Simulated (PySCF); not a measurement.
A species of formula CH8OSSi2 has this rotational fingerprint, computed with PBE0-D3(BJ)/def2-SVP geometry optimisation, gas phase in PySCF 2.14.0:

- Rotational constants: A = 3680, B = 1432, C = 1212 MHz
- Dipole components: |μa| = 0.17 D, |μb| = 0.69 D, |μc| = 0.96 D
- Inertial defect: -73.15 u·Å²
- κ: -0.82

Task: Which candidate fits, each taken in the one conformer that was computed?
A. `[CH3:1][S:2][Si@@H:3]([OH:4])[SiH3:5]` with C1–S2–Si3–O4 156°, S2–Si3–O4–H -57°
B. `[CH3:1][S:2][SiH2:3][O:4][SiH3:5]` with C1–S2–Si3–O4 69°, S2–Si3–O4–Si5 32°

Result: B. It is CS[SiH2]O[SiH3], an asymmetric top, point group C1. The candidates at the same level (rigid rotor, commonest isotopes):

| SMILES | A (MHz) | B (MHz) | C (MHz) | μa (D) | μb (D) | μc (D) | Δ (u·Å²) | point group | rotor |
| --- | --- | --- | --- | --- | --- | --- | --- | --- | --- |
| CS[SiH2]O[SiH3] | 3680 | 1432 | 1212 | 0.17 | 0.69 | 0.96 | -73.15 | C1 | asymmetric top |
| CS[Si@@H](O)[SiH3] | 2956 | 1570 | 1174 | 1.18 | 0.06 | 1.54 | -62.30 | C1 | asymmetric top |

`CS[Si@@H](O)[SiH3]` has A 20 % too low. No structure here is proved a minimum.
